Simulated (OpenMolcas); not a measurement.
A calculation on S2+.

* Program: OpenMolcas 26.06
* Method: SS-RASPT2, IPEA 0.25 Eh, imaginary shift 0.1 Eh (closed shells correlated: 2s 2p 3s)
* Basis: ANO-RCC-VQZP [6s5p3d2f1g]
* Scalar Hamiltonian: DKH2, point nucleus
* Active space: 2 electrons in 9 orbitals (RAS2 3p; RAS3 3d 4s, at most 1 electron)
* State averaging: 2S+1 = 3 even, 3 roots; 2S+1 = 1 even, 6 roots; 2S+1 = 3 odd, 18 roots; 2S+1 = 1 odd, 18 roots
* Spin-orbit coupling: state interaction with AMFI integrals over the reference wave functions, term energies averaged over their components

Which level of the active space comes out lowest?

3s2 3p2 3P0, with 100 % of that term; it is also the measured ground level.

How high does 3s2 3p 3d 1D* 2 lie?

114940 cm-1 above the lowest level.

How high does 3s2 3p 3d 3F* 3 lie?

122010 cm-1 above the lowest level; measured 122404 cm-1 above the ground level, so the calculation is off by 0 %.

How high does 3s2 3p 3d 3P* 2 lie?

130060 cm-1 above the lowest level.

The level at 130270 cm-1 has J = 1. What is it made of, and what is its g factor?

88 % 3s2 3p 3d 3P* 1, 12 % 3s2 3p 3d 3D*; g = 1.384, against 1.501 from Landé's formula for the pure leading term.

Measured values: NIST levels in Podobedova, Kelleher and Wiese, J. Phys. Chem. Ref. Data 38, 171 (2009).

Term energies are means over components that CASPT2 splits; among the terms shown or strongly mixed into the levels shown the widest spread is 210 cm-1 (3s2 3p 3d 3P*). Over all roots computed the reference weight is 0.87 to 0.97; the roots of lowest weight are the least certain, and an intruder state may touch them. ANO sets are built for valence states and can reach diffuse excited orbitals poorly, and with the s shell closed the s pⁿ⁺¹ terms that mix with these levels are absent. With the s shell closed, the reference lacks s² → p² mixing. Measured partners are found by configuration, term and J. A level has none where our copy of the source lacks it or the pairing is in doubt (some pairs that miss far off the trend of their configuration count as doubtful), and it then counts in no deviation. Only configurations of the active space appear.

* marks odd parity.
